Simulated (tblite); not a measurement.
Record of a relaxation.

Compound: C4H13BGeO.
Numbering: `[CH3:1][BH:2][O:3][CH2:4][C@@H:5]([CH3:6])[GeH3:7]` (hydrogens: H8, H9, H10 on C1; H11 on B2; H12, H13 on C4; H14 on C5; H15, H16, H17 on C6; H18, H19, H20 on Ge7)

Computed with GFN2-xTB (tblite), gas phase: L-BFGS steps from a force-field or distance-geometry start until the largest atomic force falls under 0.01 eV/Å. 9 of its 159 geometries are shown.

Step 0: E = -609.8844 eV, largest atomic force 3.278 eV/Å
```
atom  x, y, z in Å  |  force x, y, z in eV/Å
C1      3.093    0.853   -0.872   -1.194   0.236  -0.527
B2      1.851   -0.137   -1.154   -0.896  -0.066   2.567
O3      0.557    0.113   -0.545    2.706  -0.388  -1.809
C4     -0.099   -1.061   -0.159   -0.192  -0.703   0.176
C5     -1.437   -0.685    0.456    0.687   0.390   0.210
C6     -1.094    0.223    1.632    0.213  -0.342   0.933
Ge7    -2.428    0.406   -0.818   -0.143   0.369  -0.464
H8      3.805    0.696   -1.692   -0.005   0.501   0.482
H9      2.708    1.894   -0.816    0.791  -0.584  -0.039
H10     3.569    0.577    0.090   -0.345   0.202  -0.701
H11     2.197   -1.278   -1.315   -0.561   0.415  -0.400
H12    -0.245   -1.731   -1.030    0.180   0.032   0.360
H13     0.559   -1.533    0.617   -0.557  -0.189  -0.562
H14    -1.989   -1.569    0.774    0.180  -0.074   0.047
H15    -0.845    1.246    1.261   -0.164  -0.832   0.572
H16    -1.954    0.222    2.325    0.424   0.436  -0.208
H17    -0.211   -0.217    2.188   -0.884   0.708  -0.458
H18    -1.541    1.602   -1.206   -0.612  -0.447   0.049
H19    -3.724    0.870   -0.136    0.391  -0.037  -0.345
H20    -2.777   -0.479   -2.013   -0.021   0.375   0.116
```

Step 20: E = -610.6958 eV, largest atomic force 0.207 eV/Å
```
atom  x, y, z in Å  |  force x, y, z in eV/Å
C1      3.044    0.902   -0.933   -0.023  -0.030  -0.024
B2      1.992   -0.280   -0.980   -0.059  -0.008   0.052
O3      0.787   -0.088   -0.437   -0.074   0.064  -0.065
C4     -0.098   -1.152   -0.142    0.082  -0.025   0.021
C5     -1.376   -0.623    0.498   -0.025  -0.035  -0.202
C6     -1.101    0.220    1.738   -0.004  -0.069  -0.107
Ge7    -2.396    0.434   -0.847   -0.029   0.001  -0.020
H8      3.761    0.870   -1.749   -0.041   0.018  -0.030
H9      2.598    1.892   -0.901    0.018  -0.044   0.052
H10     3.617    0.760   -0.014   -0.021   0.128  -0.047
H11     2.313   -1.342   -1.395   -0.026  -0.047   0.033
H12    -0.336   -1.721   -1.054    0.012   0.076   0.026
H13     0.423   -1.830    0.543   -0.040  -0.121   0.109
H14    -1.973   -1.494    0.792    0.036  -0.006  -0.079
H15    -0.756    1.209    1.445    0.044   0.012   0.071
H16    -2.019    0.315    2.316    0.051   0.100   0.032
H17    -0.335   -0.243    2.357   -0.032  -0.015   0.053
H18    -1.685    1.645   -1.340    0.082   0.034   0.045
H19    -3.688    0.905   -0.254   -0.007   0.032   0.046
H20    -2.776   -0.368   -2.057    0.055  -0.065   0.032
```

Step 40: E = -610.7953 eV, largest atomic force 0.269 eV/Å
```
atom  x, y, z in Å  |  force x, y, z in eV/Å
C1      2.906    0.970   -1.013   -0.049   0.026  -0.010
B2      1.988   -0.305   -0.821   -0.078   0.017  -0.080
O3      0.737   -0.125   -0.402    0.044   0.125   0.005
C4     -0.111   -1.216   -0.105    0.042   0.054  -0.086
C5     -1.396   -0.666    0.490    0.056   0.002  -0.059
C6     -1.079    0.121    1.752   -0.055  -0.042  -0.068
Ge7    -2.261    0.507   -0.864   -0.017   0.028  -0.046
H8      3.453    0.953   -1.951    0.023  -0.038   0.011
H9      2.345    1.897   -0.968   -0.078   0.047  -0.014
H10     3.643    1.010   -0.215    0.085  -0.034   0.000
H11     2.369   -1.404   -1.032    0.183  -0.004   0.030
H12    -0.301   -1.742   -1.046   -0.148  -0.219   0.048
H13     0.401   -1.898    0.589   -0.085   0.012  -0.034
H14    -2.057   -1.505    0.729   -0.001   0.024  -0.032
H15    -0.398    0.929    1.496    0.013   0.013   0.103
H16    -1.990    0.546    2.167   -0.025   0.027   0.091
H17    -0.607   -0.519    2.496   -0.012   0.037   0.055
H18    -1.474    1.697   -1.300    0.061  -0.071   0.053
H19    -3.555    1.048   -0.326    0.005  -0.023   0.027
H20    -2.617   -0.287   -2.088    0.035   0.019   0.007
```

Step 59: E = -610.8962 eV, largest atomic force 0.122 eV/Å
```
atom  x, y, z in Å  |  force x, y, z in eV/Å
C1      2.688    1.054   -1.165    0.017   0.019  -0.077
B2      1.976   -0.282   -0.697   -0.079  -0.032   0.067
O3      0.643   -0.293   -0.648    0.083  -0.037  -0.005
C4     -0.143   -1.341   -0.115   -0.016  -0.038   0.009
C5     -1.388   -0.691    0.474    0.034  -0.015   0.046
C6     -1.088   -0.014    1.804    0.007   0.003   0.062
Ge7    -2.007    0.624   -0.881    0.053   0.110   0.006
H8      3.023    1.003   -2.199   -0.054  -0.081  -0.019
H9      2.033    1.916   -1.084   -0.039   0.004  -0.017
H10     3.580    1.249   -0.576    0.028   0.012   0.069
H11     2.606   -1.227   -0.350   -0.051   0.055  -0.012
H12    -0.425   -2.022   -0.926   -0.019   0.018  -0.083
H13     0.426   -1.918    0.623   -0.007   0.046   0.051
H14    -2.162   -1.447    0.631    0.020  -0.033  -0.057
H15    -0.135    0.508    1.748   -0.026   0.045  -0.004
H16    -1.863    0.713    2.039   -0.022   0.020   0.045
H17    -1.044   -0.736    2.618    0.072  -0.027  -0.008
H18    -1.103    1.784   -1.137   -0.028  -0.097  -0.005
H19    -3.304    1.229   -0.418   -0.042  -0.027   0.016
H20    -2.318   -0.100   -2.153    0.069   0.056  -0.084
```

Step 79: E = -610.9748 eV, largest atomic force 0.110 eV/Å
```
atom  x, y, z in Å  |  force x, y, z in eV/Å
C1      2.548    1.029   -1.290    0.001  -0.024   0.042
B2      1.899   -0.204   -0.536    0.001   0.018  -0.051
O3      0.605   -0.419   -0.744   -0.029   0.025  -0.007
C4     -0.170   -1.413   -0.110   -0.016  -0.006  -0.011
C5     -1.385   -0.700    0.464   -0.021   0.071  -0.027
C6     -1.080   -0.095    1.828   -0.007  -0.019  -0.019
Ge7    -1.806    0.715   -0.881   -0.033   0.058   0.032
H8      2.796    0.749   -2.311    0.019   0.001  -0.032
H9      1.854    1.865   -1.355    0.030  -0.029  -0.014
H10     3.466    1.376   -0.822   -0.017   0.014  -0.003
H11     2.514   -0.921    0.174    0.057   0.008   0.022
H12    -0.477   -2.135   -0.875   -0.026  -0.007  -0.022
H13     0.415   -1.937    0.653    0.019  -0.021   0.036
H14    -2.220   -1.399    0.567    0.044  -0.009  -0.014
H15    -0.223    0.575    1.771    0.036  -0.031  -0.048
H16    -1.926    0.480    2.197   -0.088   0.018  -0.030
H17    -0.862   -0.880    2.547    0.047  -0.032   0.094
H18    -0.895    1.899   -0.839   -0.060  -0.049   0.034
H19    -3.188    1.235   -0.570   -0.004   0.040  -0.031
H20    -1.869    0.192   -2.282    0.048  -0.027   0.047
```

Step 99: E = -610.9886 eV, largest atomic force 0.076 eV/Å
```
atom  x, y, z in Å  |  force x, y, z in eV/Å
C1      2.584    1.009   -1.311    0.002  -0.007  -0.026
B2      1.908   -0.210   -0.560   -0.022   0.030   0.023
O3      0.596   -0.364   -0.710    0.064  -0.041   0.008
C4     -0.181   -1.382   -0.115   -0.024  -0.002   0.027
C5     -1.401   -0.700    0.486   -0.010   0.000  -0.017
C6     -1.096   -0.086    1.846   -0.016  -0.025  -0.045
Ge7    -1.844    0.714   -0.853   -0.017  -0.019   0.046
H8      2.920    0.688   -2.296    0.014   0.000  -0.008
H9      1.883    1.825   -1.469   -0.002   0.002  -0.009
H10     3.459    1.398   -0.796   -0.035  -0.011   0.016
H11     2.536   -0.960    0.107   -0.008  -0.018  -0.018
H12    -0.498   -2.067   -0.911    0.020  -0.013  -0.001
H13     0.403   -1.948    0.622    0.006   0.034   0.002
H14    -2.209   -1.429    0.596    0.028   0.036  -0.013
H15    -0.285    0.635    1.760    0.028   0.000  -0.009
H16    -1.974    0.433    2.228   -0.006   0.002   0.017
H17    -0.802   -0.850    2.564   -0.015  -0.013   0.021
H18    -0.983    1.918   -0.709    0.014   0.049   0.003
H19    -3.259    1.191   -0.643   -0.012  -0.011  -0.016
H20    -1.762    0.195   -2.250   -0.010   0.007  -0.002
```

Step 118: E = -610.9976 eV, largest atomic force 0.022 eV/Å
```
atom  x, y, z in Å  |  force x, y, z in eV/Å
C1      2.595    0.992   -1.359   -0.003   0.000  -0.008
B2      1.919   -0.225   -0.605   -0.007   0.002   0.002
O3      0.598   -0.343   -0.691    0.003  -0.003  -0.004
C4     -0.173   -1.363   -0.091    0.006   0.010   0.005
C5     -1.405   -0.690    0.493   -0.001   0.004   0.002
C6     -1.115   -0.101    1.867   -0.011   0.003   0.003
Ge7    -1.851    0.739   -0.828    0.008  -0.016   0.007
H8      3.059    0.647   -2.281    0.002  -0.004   0.005
H9      1.871    1.757   -1.627   -0.012   0.002  -0.015
H10     3.383    1.454   -0.771   -0.004   0.003   0.013
H11     2.558   -1.009    0.009    0.006  -0.007  -0.005
H12    -0.468   -2.068   -0.878    0.010   0.008   0.004
H13     0.413   -1.903    0.662   -0.001  -0.004   0.000
H14    -2.215   -1.417    0.580    0.002  -0.004   0.001
H15    -0.259    0.571    1.813   -0.011  -0.010  -0.005
H16    -1.972    0.467    2.228   -0.007  -0.005  -0.008
H17    -0.893   -0.886    2.590    0.003   0.009  -0.005
H18    -1.081    1.994   -0.595    0.022  -0.002   0.000
H19    -3.306    1.113   -0.693    0.001   0.011   0.010
H20    -1.664    0.283   -2.237   -0.008   0.003   0.000
```

Step 138: E = -611.0034 eV, largest atomic force 0.030 eV/Å
```
atom  x, y, z in Å  |  force x, y, z in eV/Å
C1      2.567    0.989   -1.412    0.014  -0.019  -0.019
B2      1.928   -0.235   -0.639    0.002  -0.016   0.004
O3      0.606   -0.359   -0.683   -0.002   0.012   0.003
C4     -0.154   -1.374   -0.061    0.002   0.005  -0.005
C5     -1.404   -0.703    0.491    0.012  -0.007   0.005
C6     -1.167   -0.121    1.878    0.006  -0.006   0.010
Ge7    -1.797    0.765   -0.801   -0.023   0.014  -0.012
H8      3.176    0.636   -2.243    0.014  -0.002  -0.003
H9      1.813    1.657   -1.817   -0.021   0.010   0.004
H10     3.230    1.567   -0.773   -0.001   0.006   0.011
H11     2.595   -1.014   -0.049   -0.009   0.007   0.004
H12    -0.429   -2.104   -0.832    0.006   0.004   0.010
H13     0.432   -1.885    0.712   -0.005   0.012  -0.009
H14    -2.218   -1.430    0.541   -0.005   0.010   0.004
H15    -0.313    0.554    1.856   -0.008  -0.005   0.014
H16    -2.041    0.445    2.203    0.010  -0.007   0.005
H17    -0.972   -0.904    2.610    0.001  -0.008  -0.006
H18    -0.975    1.979   -0.535    0.008   0.002  -0.005
H19    -3.234    1.195   -0.631   -0.002   0.006   0.001
H20    -1.649    0.354   -2.227    0.003  -0.018  -0.015
```

Step 158: E = -611.0050 eV, largest atomic force 0.009 eV/Å
```
atom  x, y, z in Å  |  force x, y, z in eV/Å
C1      2.570    0.985   -1.426    0.000   0.003  -0.002
B2      1.930   -0.238   -0.652   -0.001   0.003   0.002
O3      0.607   -0.352   -0.685   -0.002  -0.001   0.002
C4     -0.153   -1.363   -0.055   -0.002  -0.003   0.000
C5     -1.404   -0.693    0.495    0.005  -0.006   0.003
C6     -1.177   -0.134    1.892    0.001   0.000   0.001
Ge7    -1.791    0.774   -0.802   -0.001   0.007   0.006
H8      3.226    0.640   -2.223    0.001  -0.003   0.002
H9      1.811    1.625   -1.870    0.001   0.000  -0.004
H10     3.183    1.594   -0.766    0.003   0.001   0.002
H11     2.595   -1.018   -0.061   -0.002   0.002   0.001
H12    -0.424   -2.100   -0.820   -0.001   0.001   0.002
H13     0.435   -1.866    0.722   -0.001   0.002  -0.005
H14    -2.221   -1.417    0.531    0.001   0.003  -0.001
H15    -0.331    0.552    1.889    0.002  -0.001  -0.001
H16    -2.058    0.413    2.229    0.000   0.002  -0.003
H17    -0.973   -0.932    2.607   -0.001   0.000  -0.004
H18    -0.947    1.981   -0.571   -0.002  -0.003   0.001
H19    -3.220    1.228   -0.622    0.004  -0.001   0.000
H20    -1.666    0.332   -2.223   -0.002  -0.004  -0.003
```

Question: Summarise the path.

Answer: The energy falls by 108.12 kJ/mol from step 0 to step 158; nine tenths of that is first reached at step 59. It falls at every step. The largest force goes from 3.278 to 0.009 eV/Å. Among the bonds B2–O3 changes most, from 1.451 to 1.328 Å; the atoms move by 0.856 Å rms after alignment.

Question: Follow the three bonds and two angles with the largest change from start to end.

Answer: 
```json
{"step": "0", "E above end (kJ/mol)": "108.12", "largest force (eV/Å)": "3.278", "B2–O3 (Å)": "1.451", "C5–Ge7 (Å)": "1.948", "Ge7–H18 (Å)": "1.538", "B2–O3–C4 (°)": "112.9", "C1–B2–H11 (°)": "112.6"}
{"step": "7", "E above end (kJ/mol)": "43.44", "largest force (eV/Å)": "0.341", "B2–O3 (Å)": "1.342", "C5–Ge7 (Å)": "1.955", "Ge7–H18 (Å)": "1.482", "B2–O3–C4 (°)": "115.2", "C1–B2–H11 (°)": "119.1"}
{"step": "14", "E above end (kJ/mol)": "33.86", "largest force (eV/Å)": "0.279", "B2–O3 (Å)": "1.339", "C5–Ge7 (Å)": "1.996", "Ge7–H18 (Å)": "1.494", "B2–O3–C4 (°)": "120.3", "C1–B2–H11 (°)": "120.0"}
{"step": "21", "E above end (kJ/mol)": "29.31", "largest force (eV/Å)": "0.177", "B2–O3 (Å)": "1.336", "C5–Ge7 (Å)": "1.986", "Ge7–H18 (Å)": "1.489", "B2–O3–C4 (°)": "123.3", "C1–B2–H11 (°)": "120.4"}
{"step": "27", "E above end (kJ/mol)": "27.19", "largest force (eV/Å)": "0.126", "B2–O3 (Å)": "1.334", "C5–Ge7 (Å)": "1.983", "Ge7–H18 (Å)": "1.489", "B2–O3–C4 (°)": "123.3", "C1–B2–H11 (°)": "120.7"}
{"step": "34", "E above end (kJ/mol)": "23.96", "largest force (eV/Å)": "0.266", "B2–O3 (Å)": "1.332", "C5–Ge7 (Å)": "1.980", "Ge7–H18 (Å)": "1.488", "B2–O3–C4 (°)": "121.3", "C1–B2–H11 (°)": "122.5"}
{"step": "41", "E above end (kJ/mol)": "18.89", "largest force (eV/Å)": "0.200", "B2–O3 (Å)": "1.331", "C5–Ge7 (Å)": "1.989", "Ge7–H18 (Å)": "1.494", "B2–O3–C4 (°)": "121.8", "C1–B2–H11 (°)": "122.2"}
{"step": "48", "E above end (kJ/mol)": "13.88", "largest force (eV/Å)": "0.137", "B2–O3 (Å)": "1.332", "C5–Ge7 (Å)": "1.991", "Ge7–H18 (Å)": "1.485", "B2–O3–C4 (°)": "123.7", "C1–B2–H11 (°)": "120.4"}
{"step": "55", "E above end (kJ/mol)": "11.72", "largest force (eV/Å)": "0.120", "B2–O3 (Å)": "1.330", "C5–Ge7 (Å)": "1.987", "Ge7–H18 (Å)": "1.480", "B2–O3–C4 (°)": "125.3", "C1–B2–H11 (°)": "121.2"}
{"step": "62", "E above end (kJ/mol)": "9.58", "largest force (eV/Å)": "0.142", "B2–O3 (Å)": "1.331", "C5–Ge7 (Å)": "1.995", "Ge7–H18 (Å)": "1.491", "B2–O3–C4 (°)": "125.1", "C1–B2–H11 (°)": "120.9"}
{"step": "69", "E above end (kJ/mol)": "6.50", "largest force (eV/Å)": "0.163", "B2–O3 (Å)": "1.327", "C5–Ge7 (Å)": "1.996", "Ge7–H18 (Å)": "1.495", "B2–O3–C4 (°)": "124.8", "C1–B2–H11 (°)": "122.5"}
{"step": "76", "E above end (kJ/mol)": "3.64", "largest force (eV/Å)": "0.142", "B2–O3 (Å)": "1.329", "C5–Ge7 (Å)": "1.993", "Ge7–H18 (Å)": "1.492", "B2–O3–C4 (°)": "125.5", "C1–B2–H11 (°)": "123.0"}
{"step": "82", "E above end (kJ/mol)": "2.50", "largest force (eV/Å)": "0.087", "B2–O3 (Å)": "1.328", "C5–Ge7 (Å)": "1.995", "Ge7–H18 (Å)": "1.488", "B2–O3–C4 (°)": "125.6", "C1–B2–H11 (°)": "122.4"}
{"step": "89", "E above end (kJ/mol)": "2.12", "largest force (eV/Å)": "0.043", "B2–O3 (Å)": "1.328", "C5–Ge7 (Å)": "1.996", "Ge7–H18 (Å)": "1.489", "B2–O3–C4 (°)": "125.7", "C1–B2–H11 (°)": "122.1"}
{"step": "96", "E above end (kJ/mol)": "1.81", "largest force (eV/Å)": "0.059", "B2–O3 (Å)": "1.329", "C5–Ge7 (Å)": "1.995", "Ge7–H18 (Å)": "1.492", "B2–O3–C4 (°)": "125.6", "C1–B2–H11 (°)": "122.1"}
{"step": "103", "E above end (kJ/mol)": "1.43", "largest force (eV/Å)": "0.053", "B2–O3 (Å)": "1.328", "C5–Ge7 (Å)": "1.992", "Ge7–H18 (Å)": "1.491", "B2–O3–C4 (°)": "125.6", "C1–B2–H11 (°)": "122.1"}
{"step": "110", "E above end (kJ/mol)": "1.01", "largest force (eV/Å)": "0.086", "B2–O3 (Å)": "1.329", "C5–Ge7 (Å)": "1.998", "Ge7–H18 (Å)": "1.492", "B2–O3–C4 (°)": "125.4", "C1–B2–H11 (°)": "122.3"}
{"step": "117", "E above end (kJ/mol)": "0.72", "largest force (eV/Å)": "0.028", "B2–O3 (Å)": "1.329", "C5–Ge7 (Å)": "1.996", "Ge7–H18 (Å)": "1.490", "B2–O3–C4 (°)": "125.3", "C1–B2–H11 (°)": "121.7"}
{"step": "124", "E above end (kJ/mol)": "0.61", "largest force (eV/Å)": "0.040", "B2–O3 (Å)": "1.328", "C5–Ge7 (Å)": "1.995", "Ge7–H18 (Å)": "1.490", "B2–O3–C4 (°)": "125.4", "C1–B2–H11 (°)": "121.8"}
{"step": "131", "E above end (kJ/mol)": "0.32", "largest force (eV/Å)": "0.051", "B2–O3 (Å)": "1.328", "C5–Ge7 (Å)": "1.995", "Ge7–H18 (Å)": "1.494", "B2–O3–C4 (°)": "125.9", "C1–B2–H11 (°)": "121.3"}
{"step": "137", "E above end (kJ/mol)": "0.17", "largest force (eV/Å)": "0.022", "B2–O3 (Å)": "1.328", "C5–Ge7 (Å)": "1.995", "Ge7–H18 (Å)": "1.490", "B2–O3–C4 (°)": "126.1", "C1–B2–H11 (°)": "121.6"}
{"step": "144", "E above end (kJ/mol)": "0.09", "largest force (eV/Å)": "0.019", "B2–O3 (Å)": "1.328", "C5–Ge7 (Å)": "1.996", "Ge7–H18 (Å)": "1.491", "B2–O3–C4 (°)": "125.9", "C1–B2–H11 (°)": "121.9"}
{"step": "151", "E above end (kJ/mol)": "0.03", "largest force (eV/Å)": "0.016", "B2–O3 (Å)": "1.328", "C5–Ge7 (Å)": "1.996", "Ge7–H18 (Å)": "1.491", "B2–O3–C4 (°)": "125.8", "C1–B2–H11 (°)": "121.9"}
{"step": "158", "E above end (kJ/mol)": "0.00", "largest force (eV/Å)": "0.009", "B2–O3 (Å)": "1.328", "C5–Ge7 (Å)": "1.996", "Ge7–H18 (Å)": "1.491", "B2–O3–C4 (°)": "125.9", "C1–B2–H11 (°)": "121.8"}
```

What follows is the cost of the whole relaxation. On Intel Xeon at 2.50 GHz, one thread, no GPU, shared host, this took 3.5 s of wall time.
